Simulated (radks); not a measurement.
Charge is removed step by step from the 1s1/2 level of N+, starting from [He] 2s2 2p2. Level of theory: Dirac Kohn-Sham, LDA (Slater exchange, Perdew-Wang correlation), spin-unpolarised, spherical densities, finite nucleus; open shells are shared between the two j in proportion to 2j + 1; Fermi nuclear charge, rms radius 2.5582 fm (a radial shooting solver on a logarithmic mesh with Libxc functionals). At the starting occupation the eigenvalue is -398.45 eV. Estimate the energy to remove one whole electron from this level, the eigenvalue at the end, and how far E(n) bends from a straight line.

Answer. Delta-SCF 437.33 eV; final eigenvalue -476.91 eV; the deviation from the straight line is -9.822 eV at 0.5 electron removed, the largest on the grid computed. Slater's transition state (half an electron removed) gives 437.14 eV. Integrating minus the eigenvalue over the occupation (Janak's theorem) gives 437.33 eV. The mean slope of the eigenvalue, de/dn, is 78.5 eV per electron.
